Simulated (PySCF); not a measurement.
## Spinor energies of Cl (chlorine, neutral)

Start: [Ne] 3s2 3p5; 3p1/2 filled at m_j = -1/2, +1/2; 3p3/2 filled at m_j = -1/2, +1/2, +3/2. Calculated with PySCF 2.14 in x2c-TZVPall-2c (5s6p2d1f, 40 functions): generalised Hartree-Fock with the X2C-1e Hamiltonian and a Gaussian nucleus; one run each with spin-orbit coupling (SO) switched off, then screened by Boettger's factors.

| spinor shell | electrons | ε, spin-free (eV) | ε, screened SO (eV) | weight of nominal j (screened SO) | rms radius, screened SO (bohr) |
| --- | --- | --- | --- | --- | --- |
| 1s1/2 | 2 | -2864.1 | -2864.1 | 1.000 | 0.105 |
| 2s1/2 | 2 | -290.38 | -290.36 | 1.000 | 0.479 |
| 2p1/2 | 2 | -219.61 | -220.96 | 0.993 | 0.449 |
| 2p3/2 | 4 | -219.61 | -218.92 | 0.996 | 0.452 |
| 3s1/2 | 2 | -29.347 | -29.340 | 0.999 | 1.67 |
| 3p1/2 | 2 | -13.752 | -13.751 | 0.645 | 2.01 |
| 3p3/2 | 3 | -13.752 | -13.758 | 0.764 | 2.01 |

```tsv
quantity	spin-free	screened SO
E (hartree)	-460.88283	-460.88529
M_J	3/2	3/2
⟨J²⟩	3.763	3.762
⟨L²⟩	2.009	2.009
⟨S²⟩	0.754	0.753
```

Each row is a mean over spinors that exchange with the open shell spreads, by up to 3.329 eV (3s1/2).

Rows whose weight is well below 1 are mixtures of j = l ± 1/2: exchange outweighs spin-orbit coupling there, and the label is only the starting occupation.

Without spin-orbit coupling the j labels of p, d and f shells carry no meaning; the spin-free column gives the mean over the occupied spinors of each nl shell.
